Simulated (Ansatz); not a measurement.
Basis-set extrapolation for B2F2H2 (`FBBF`) (PBE0-D4/def2-TZVP geometry, frozen core, Ansatz). Multiplicity 1, RHF reference.

```tsv
	def2-TZVPP	def2-QZVPP
HF	-249.596746	-249.608108
MP2 correlation	-0.684826	-0.746076
CCSD(T) correlation	-0.727382	not run
```

Energies in hartree. Use E(X) = E(∞) + A·exp(−7.88·√X) for Hartree–Fock and E(X) = E(∞) + B·X^(−2.97) for correlation, with X = 3 and 4, and add CCSD(T) minus MP2 of the smaller set to the MP2 limit.

Task: What is the CCSD(T) energy at the basis-set limit?

Result: HF limit: -249.608108 + (-0.011362) × 0.13774 = -249.60967. MP2 limit: -0.746076 + (-0.061250) × 0.74074 = -0.79145. Higher-order term: -0.727382 − (-0.684826) = -0.04256. Total: -250.44368 hartree, 3.25 eV below CCSD(T)/def2-TZVPP.
